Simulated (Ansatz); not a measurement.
`C[CH](C)[Ge][OH]` + HCl → `C[CH](C)[Ge][Cl]` + H₂O at 400 K and 1 bar (ligand exchange at a Ge–O bond).

Isolated molecules relaxed with PBE0-D4/def2-TZVP in Ansatz; ΔE leaves out vibrations. CCSD(T)/CBS is the MP2 limit (def2-TZVPP, def2-QZVPP) plus CCSD(T) − MP2 in def2-TZVPP, frozen cores. This one scheme is used for every species. For Ge outer-core shells are correlated without core-valence functions, which leaves a few kJ/mol of doubt a bond. Scalar relativity is left out up to krypton. Each species was taken in one conformer, which may not be the lowest.

```csv
species,CCSD(T)/CBS energy (Eh),H − E (kJ/mol),S (J/(mol·K))
`C[CH](C)[Ge][OH]`,-2270.27219,314.5,398.2
HCl,-460.38127,29.6,195.4
`C[CH](C)[Ge][Cl]`,-2654.29224,281.3,411.9
H₂O,-76.37941,69.8,198.6
```

H − E and S are ideal-gas, rigid-rotor, harmonic terms from PBE0-D4/def2-TZVP, for one conformer and one mirror image of each species. 1 Eh = 2625.50 kJ/mol, R = 8.31446 J/(mol·K).

Question: By hand: ΔE, ΔH, ΔS and ΔG.

Answer: ΔE = (-2654.29224) + (-76.37941) − (-2270.27219) − (-460.38127) = -0.01819 Eh = -47.8 kJ/mol. Δ(H − E) = 281.3 + 69.8 − 314.5 − 29.6 = 7.0, so ΔH = -40.8 kJ/mol. ΔS = 411.9 + 198.6 − 398.2 − 195.4 = 16.9 J/(mol·K). ΔG = -40.8 − 400 × (16.9)/1000 = -47.6 kJ/mol.

Question: By hand: the equilibrium constant, and the temperature at which ΔG would vanish if ΔH and ΔS stayed fixed.

Answer: log₁₀ K = −ΔG/(RT ln 10) = 6.2. ΔH and −TΔS have one sign here, so there is no such temperature.

ΔH outweighs TΔS. A doubt of 5 kJ/mol in ΔE shifts log₁₀ K by 0.7 here. Other conformers and mirror images would add mixing entropy, several J/(mol·K) or more a flexible species. Modes under 60 cm⁻¹, often nearly free rotors, make the harmonic entropy too high. These are equilibria of isolated gas molecules and say nothing of rates. Largest T1 diagnostic: 0.013 (customary marks: 0.02 for closed shells, 0.045 for open ones).
